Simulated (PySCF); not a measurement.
A structure optimised at B3LYP-D3(BJ)/def2-SVP, used in a PySCF frequency run:

```xyz
7

F     -1.3758    -0.8003     1.3764
Ge    -0.7004     0.0011     0.0000
F     -1.3758    -0.8003    -1.3764
F     -1.4262     1.5720     0.0000
As     1.7145    -0.0545     0.0000
H      1.7182     1.0100    -1.0993
H      1.7182     1.0100     1.0993
```
Charge 0, spin multiplicity 1.

### Question
Write its SMILES, formula and point group.

### Answer
[F][Ge]([F])([F])[AsH2], AsF3GeH2, Cs

### Question
What are its rotational constants (standard atomic weights)?

### Answer
3.4174, 1.1334, 1.1310 GHz
